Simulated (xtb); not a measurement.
Input file for xtb: GFN-FF on H2O (SMILES O).

```
$ xtb mol.xyz --gfnff --sp --chrg 0 --uhf 0
3

O     -0.00000000    -0.00000000     0.38962730
H      0.00000000     0.76501221    -0.19481365
H      0.00000000    -0.76501221    -0.19481365
```

Program output:

```
[...]
           -------------------------------------------------
          |                Calculation Setup                |
           -------------------------------------------------



          ==================== Thresholds ====================
          CN  :   150.00000
          rep :   500.00000
          disp:  2500.00000
          HB1 :   250.00000
          HB2 :   450.00000

          Pauling EN used:
          Z : 1  EN :  2.20
          Z : 8  EN :  3.44
          electric field strengths (au): 0.000

           -------------------------------------------------
          |           Force Field Initialization            |
           -------------------------------------------------

          distances ...
          ----------------------------------------
          generating topology and atomic info file ...
          pair mat ...
          computing topology distances matrix with Floyd-Warshall algo ...
          making topology EEQ charges ...
          #fragments for EEQ constrain: 1
          ----------------------------------------
          generating topology and atomic info file ...
          pair mat ...
          computing topology distances matrix with Floyd-Warshall algo ...
          making topology EEQ charges ...
          #fragments for EEQ constrain: 1
          rings ...
          # BATM   0
          # H in HB   2

  atom   neighbors  erfCN metchar sp-hybrid imet pi  qest     coordinates
    1  O       2    1.92   0.00         3    0    0  -0.571   -0.000000   -0.000000    0.736289
    2  H       1    0.97   0.00         0    0    0   0.285    0.000000    1.445664   -0.368144
    3  H       1    0.97   0.00         0    0    0   0.285    0.000000   -1.445664   -0.368144

          #atoms :   3
          #bonds :   2
          #angl  :   1
          #tors  :   0
          #nmol  :   1
          #optfrag :   1
           -------------------------------------------------
          |                   G F N - F F                   |
          |          A general generic force-field          |
          |                  Version 1.0.3                  |
           -------------------------------------------------
          Number of HB bonds (bound hydrogen)     0
          Number of HB bonds (unbound hydrogen)   0
          Number of XB bonds                      0

 E+G (total)                   0 d,  0 h,  0 min,  0.000 sec
 distance/D3 list               ...        0 min,  0.000 sec (  1.152%)
 non bonded repulsion           ...        0 min,  0.000 sec ( 23.452%)
 dCN                            ...        0 min,  0.000 sec ( 12.416%)
 EEQ energy and q               ...        0 min,  0.000 sec (  8.709%)
 D3                             ...        0 min,  0.000 sec ( 15.835%)
 EEQ gradient                   ...        0 min,  0.000 sec (  5.074%)
 bonds                          ...        0 min,  0.000 sec (  7.546%)
 bend and torsion               ...        0 min,  0.000 sec (  5.854%)
 bonded ATM                     ...        0 min,  0.000 sec (  0.540%)
 HB/XB (incl list setup)        ...        0 min,  0.000 sec ( 10.532%)

         :::::::::::::::::::::::::::::::::::::::::::::::::::::
         ::                     SUMMARY                     ::
         :::::::::::::::::::::::::::::::::::::::::::::::::::::
         :: total energy              -0.327521504393 Eh    ::
         :: gradient norm              0.012927067136 Eh/a0 ::
         ::.................................................::
         :: bond energy               -0.269380573053 Eh    ::
         :: angle energy               0.000617114984 Eh    ::
         :: torsion energy             0.000000000000 Eh    ::
Note: The following floating-point exceptions are signalling: IEEE_UNDERFLOW_FLAG IEEE_DENORMAL
normal termination of xtb
         :: repulsion energy           0.029870688007 Eh    ::
         :: electrostat energy        -0.088489403046 Eh    ::
         :: dispersion energy         -0.000139331285 Eh    ::
         :: HB energy                  0.000000000000 Eh    ::
         :: XB energy                  0.000000000000 Eh    ::
         :: bonded atm energy          0.000000000000 Eh    ::
         :: external energy            0.000000000000 Eh    ::
         :: add. restraining           0.000000000000 Eh    ::
         :: total charge               0.000000000000 e     ::
         :::::::::::::::::::::::::::::::::::::::::::::::::::::

           -------------------------------------------------
          |                Property Printout                |
           -------------------------------------------------

molecular dipole:
                 x           y           z       tot (Debye)
 q only:        0.000       0.000      -0.685       1.742

           -------------------------------------------------
          | TOTAL ENERGY               -0.327521504393 Eh   |
          | GRADIENT NORM               0.012927067136 Eh/α |
           -------------------------------------------------
########################################################################
[WARNING] Runtime exception occurred
-1- gfnff_setup: Could not read topology file.
########################################################################

------------------------------------------------------------------------
------------------------------------------------------------------------
 total:
 SCF:
```

The run finished.

Cost: roughly 0.020 core-seconds.
